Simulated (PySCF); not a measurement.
Electron correlation in Si²⁺ (silicon, charge +2)

[Ne] 3d2, high-spin 3F determinant (an excited configuration). Computed with PySCF 2.14 in x2c-TZVPPall with one added diffuse shell each of s, p, d type (6s6p4d1f, 51 functions), with scalar relativity by spin-free X2C-1e. Frozen: [Ne]; 2 electrons correlated.

With two correlated electrons CCSD is exact within the correlated space (frozen core and kept virtual orbitals).

```json
{"level": "CCSD", "correlation energy (mhartree)": "-11.52"}
```

Diagnostics: T1 = 0.0062, D1 = 0.0088, largest double amplitude 0.084.

The outer electron is Rydberg-like, and this basis confines it to a smaller radius and binds it less than a complete one would.

Cost of the coupled-cluster step: roughly 1.2 core-seconds, for 2 correlated electrons.
